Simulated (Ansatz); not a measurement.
Pulling on the Si1–H2 bond in CH4OSi (SMILES CO[SiH]) (multiplicity 1 held, fragments rigid). Energies count from the point at 1.549 Å.
Geometry at that point (charge 0, multiplicity 1):
```xyz
7

Si    -0.408    -0.679     0.918
H     -1.310    -1.188    -0.234
O      0.451     0.419     0.047
C      0.383     0.782    -1.326
H      0.153     1.846    -1.401
H      1.353     0.599    -1.790
H     -0.386     0.203    -1.843
```

Restricted levels (R-, RO-) in cc, def2 and unpolarised 6-31G sets keep to the state of the molecule at rest. Unrestricted levels (U-) break spin symmetry where that is lower. Active spaces are followed from a long bond inwards. Levels need not reach the same state.

Correlated levels freeze the cores.

Run with Ansatz (a program for electronic structure). Values without a source in brackets are computed.

```
level                                      energy at R = 4.958 Å (kcal/mol)
-----------------------------------------  --------------------------------
U-HF/cc-pV(D+d)Z                                                      57.64
R-MP2/cc-pV(D+d)Z                                                    106.77
U-MP2/cc-pV(D+d)Z                                                     70.49
R-SCS-MP2/cc-pV(D+d)Z                                            (withheld)
U-SCS-MP2/cc-pV(D+d)Z                                                 72.66
U-CCSD/cc-pV(D+d)Z                                                    74.47
CASSCF(2,2)/cc-pV(D+d)Z                                          (withheld)
FIC-NEVPT4(SD) on CASSCF(2,2)/cc-pV(D+d)Z                             72.95
FIC-MRCISD+Q on CASSCF(2,2)/cc-pV(D+d)Z                               74.47
```

Problem. Some entries are withheld; supply them.

Solution. 
- R-SCS-MP2/cc-pV(D+d)Z, energy at R = 4.958 Å (kcal/mol): 101.32
- CASSCF(2,2)/cc-pV(D+d)Z, energy at R = 4.958 Å (kcal/mol): 68.84

Doubts at one or more of the structures used: a spin-contaminated determinant (U-HF/cc-pV(D+d)Z, U-MP2/cc-pV(D+d)Z, U-SCS-MP2/cc-pV(D+d)Z, U-CCSD/cc-pV(D+d)Z); a restricted determinant that unrestricted orbitals would lower (R-MP2/cc-pV(D+d)Z, R-SCS-MP2/cc-pV(D+d)Z).
